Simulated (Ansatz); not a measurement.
System: SnH2, charge 0, multiplicity 1. 
Geometry from a B3LYP-D3(BJ)/def2-TZVP (Ansatz, a quantum-chemistry and plane-wave program) optimisation:
SMILES: [SnH2]
```xyz
3

Sn     0.0062     0.0000     0.0478
H     -0.1481    -1.2656    -1.1952
H     -0.1642     1.2649    -1.1939
```

Basis-set convergence of Hartree-Fock and MP2 correlation energies (hartree) with Ansatz. Valence correlation only, unless marked. No spin-orbit coupling. The frozen core is the preceding noble-gas configuration, with the filled d and f shells of earlier blocks. Past Kr the def2 sets carry scalar-relativistic core potentials.

The Hartree-Fock reference is unstable (checked in the largest basis), which strains HF and MP2. 

```
basis       functions       E(HF)  E(corr, MP2)
----------  ---------  ----------  ------------
def2-SVP           36  -214.46757      -0.07485
def2-TZVPP         78  -214.47561      -0.09397
def2-QZVPP        142  -214.47720      -0.10084
```

Extrapolating the two largest sets (X = 3 and 4) as X^-3: E(corr) = (64·(-0.10084) - 27·(-0.09397))/37 = -0.1059 Eh, an estimate of the basis-set limit. The largest set recovers 95.3 % of it, the smallest 70.7 %.
